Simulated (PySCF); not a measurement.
**How methods differ on the ionisation energy of Sn⁺**

Sn⁺ [Kr] 4d10 5s2 5p1 [5p1/2^1, M_J = 1/2] → Sn²⁺ [Kr] 4d10 5s2, as a difference of total energies. Calculation: PySCF 2.14, in x2c-QZVPPall-2c (13s13p9d4f1g, 134 functions); the two-component X2C-1e Hamiltonian. Correlated levels: [Ar] 3d10 frozen; the 32 highest virtual spinors dropped. "Screened" scales the spin-orbit matrix elements by Boettger's factors to mimic the two-electron term; Breit and QED terms are absent.

```csv
method,ionisation energy (eV)
GHF (spin-free),13.763
GMP2 (spin-free),14.112
GHF (screened spin-orbit),14.116
GMP2 (screened spin-orbit),14.483
```

**Question.** How much does correlation contribute at GMP2 (screened spin-orbit)?

**Answer.** 14.483 − (14.116) = 0.367 eV, measured against GHF (screened spin-orbit).

The spin-free rows lack the spin-orbit shift.

For comparison: 14.633 eV (measured; NIST Atomic Spectra Database, ionization energies).
